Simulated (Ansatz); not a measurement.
Stepwise reaction of `[CH3][Y]([CH3])[F]` with water, as a gas-phase model of exchange steps in deposition or etching. ΔE in kJ/mol; ΔG adds harmonic PBE0-D4 terms to CCSD(T)/CBS, at 1 bar.

Gas-phase electronic energies from Ansatz, PBE0-D4/def2-TZVP geometries. CBS: MP2 limit from def2 TZ/QZ plus the TZ coupled-cluster correction, frozen cores. This one scheme is used for every species. Functionals use def2-TZVPP. B3LYP here is the variant with VWN-RPA as its local correlation; programs differ in this. def2 core potentials past Kr. For Y outer-core shells are correlated without core-valence functions, which leaves a few kJ/mol of doubt a bond. Each species was taken in one conformer, which may not be the lowest.

| step | reaction | PBE-D4 | B3LYP-D4 | ωB97M-V | CCSD(T)/CBS | ΔG(500 K) |
| --- | --- | --- | --- | --- | --- | --- |
| 1 | `[CH3][Y]([CH3])[F]` + H₂O → `[CH3][Y]([OH])[F]` + CH₄ | -199.7 | -211.0 | -208.8 | -205.9 | -187.1 |

Give the row of step 2, `[CH3][Y]([OH])[F]` + H₂O → `[OH][Y]([OH])[F]` + CH₄. (Best estimate.)

Computed: 
```tsv
step	reaction	PBE-D4	B3LYP-D4	ωB97M-V	CCSD(T)/CBS	ΔG(500 K)
2	`[CH3][Y]([OH])[F]` + H₂O → `[OH][Y]([OH])[F]` + CH₄	-198.2	-208.8	-203.6	-201.4	-179.9
```

By hand: ΔE of the 2 steps together at CCSD(T)/CBS.

(-205.9) + (-201.4) = -407.3 kJ/mol, or -203.7 kJ/mol a step.

In ΔE the steps differ by no more than 4.5 kJ/mol. All are downhill at CCSD(T)/CBS. ΔG lies between -187.1 and -179.9 kJ/mol a step. PBE-D4 differs from CCSD(T)/CBS by 3.2 to 6.2 kJ/mol a step. Isolated molecules leave out the surface, adducts and barriers. Largest T1 diagnostic: 0.014.
